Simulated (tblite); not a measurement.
Problem. Give a GFN2-xTB geometry of `CC(=O)[C@H]1CCN([SiH3])C1`.

Solution. 
```xyz
22
C6H13NOSi angstrom
C     -2.9390   -0.0614    0.9610
C     -2.0137   -0.6017   -0.1003
O     -2.3912   -0.8964   -1.2049
C     -0.5663   -0.7207    0.3404
C      0.2893   -1.5693   -0.6139
C      1.2300   -0.5585   -1.2766
N      1.3976    0.4606   -0.2694
Si     2.6774    1.5964   -0.2021
C      0.0930    0.6837    0.2920
H     -3.8740    0.2670    0.5145
H     -2.4716    0.7563    1.5026
H     -3.1532   -0.8601    1.6699
H     -0.5340   -1.1119    1.3589
H     -0.3360   -2.0773   -1.3468
H      0.8593   -2.3101   -0.0550
H      2.1939   -0.9858   -1.5497
H      0.7582   -0.1486   -2.1812
H      3.8709    0.8403   -0.5725
H      2.6889    2.0637    1.1852
H      2.5405    2.7625   -1.0927
H     -0.5091    1.3476   -0.3496
H      0.1788    1.1429    1.2775
```

Orientation and origin are arbitrary. Atoms count from 1 in this order. The 5-membered ring C4–C5–C6–N7–C9 has internal angles of 103.6° to 106.1° (sum 523°, against 540° for a flat polygon); it is puckered, 0.17 Å rms from its mean plane, widest ring torsion 42°. Of the pairs four or more bonds apart, O3···H14 is among the closest relative to their van der Waals radii: 2.37 Å, 87 % of the sum of Bondi's values. N7 (silicon-bound nitrogen) has angles 125.6°, 124.1° and 106.1°, sum 355.8°, 0.18 Å off the plane of its three neighbours. The C–C distances run from 1.508 Å (C1–C2, drawn single) to 1.552 Å (C4–C9, drawn single), a spread of 0.044 Å.

Bonds between heavy atoms (Å): C1–C2 1.508, C2=O3 1.204, C2–C4 1.518, C4–C5 1.537, C5–C6 1.532, C6–N7 1.443, N7–Si8 1.712, N7–C9 1.438, C4–C9 1.552.

The geometry is computed with GFN2-xTB (gas phase).

Point group: C1 (no symmetry element, even within 0.4 Å). Its GFN2-xTB frequencies are all real (lowest 24 cm⁻¹). One conformer, not necessarily the lowest (C1–C2–C4–C5 166°, C2–C4–C5–C6 110°, C4–C5–C6–N7 30°, C5–C6–N7–Si8 160°, C6–N7–C9–C4 37°).
